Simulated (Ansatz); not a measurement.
V₂B₂. Charge 0, multiplicity 1. Geometry r2SCAN-D4/def2-SVP; atoms count from 1.

```
atom   x (Å)   y (Å)   z (Å)
  V1   0.272   0.770   0.593
  V2  -0.222  -0.666  -0.725
  B3  -1.547   0.554  -0.025
  B4   1.498  -0.659   0.156
```

The restricted singlet is unstable towards broken spin symmetry at other levels; at PBE0-D4/def2-TZVP this wasn't settled. No other spin state of charge 0 was run. The geometry of the singlet was relaxed on an unsound state (restricted singlet, unstable towards broken spin symmetry at other levels and untested here). Another isomer (triplet) lies 2.30 eV lower at PBE0-D4/def2-TZVP; other spin states weren't run for this one.

Question: Estimate the Mulliken populations from the PBE0/def2-TZVP orbitals of Ansatz.

Answer: 
```csv
atom,charge (e),d electrons
V1,0.46,3.90
V2,0.46,3.90
B3,-0.46,–
B4,-0.46,–
```
Mulliken values and Mayer orders depend strongly on the basis.

Question: And the Mayer bond orders between bonded heavy atoms (over 0.3)?

Answer: V1–V2 2.78 (2.01 Å); V1–B3 1.29 (1.93 Å); V1–B4 1.29 (1.93 Å); V2–B3 1.29 (1.93 Å); V2–B4 1.29 (1.93 Å). Values over 0.3 also appear between atoms too far apart for a bond (B3–B4 0.30 at 3.28 Å); they arise where an orbital or an unpaired electron spreads over both atoms.
